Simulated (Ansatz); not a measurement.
# Ligand exchange: GeH3(CH3) + C2H8MgN2 → GeH3(NH2) + C3H9MgN

Species: GeH3(CH3) (methyl germane), singlet; C2H8MgN2 `C[N](C)[Mg][NH2]`, singlet; GeH3(NH2), singlet; C3H9MgN `[CH3][Mg][N](C)C`, singlet. The partners trade CH3 for NH2: Ge–CH3 and Mg–NH2 bonds give way to Ge–NH2 and Mg–CH3.

Shapes, held fixed at every level: PBE0-D4/def2-TZVP. Programs: Ansatz 0.2.0. Electronic energies: no zero-point or thermal term.

```csv
level,kind,ΔE (kJ/mol),less CCSD(T)/def2-TZVPP
SPW92/def2-TZVPP,LDA,+55.7,-3.7
PBE-D4/def2-TZVPP,GGA,+55.5,-3.9
r2SCAN0-D4/def2-TZVPP,global hybrid,+61.0,+1.6
wB97M-V/def2-TZVPP,range-separated hybrid,+58.0,-1.4
wB97X-V/def2-TZVPP,range-separated hybrid,+59.2,-0.2
MP2/def2-SVP,perturbation theory,+65.3,+5.9
MP2/def2-TZVPP,perturbation theory,+62.5,+3.1
CCSD(T)/def2-TZVPP,coupled cluster or CI,+59.4,0.0
```

The highest level, CCSD(T)/def2-TZVPP, gives ΔE = +59.4 kJ/mol; the levels span +55.5 to +65.3. The column of differences is taken from that level and isn't an error. No measured value is set beside it here. Relativity is left out for Ge unless named. Correlated rows may include outer-core shells of Ge, Mg, which these sets cover unevenly.
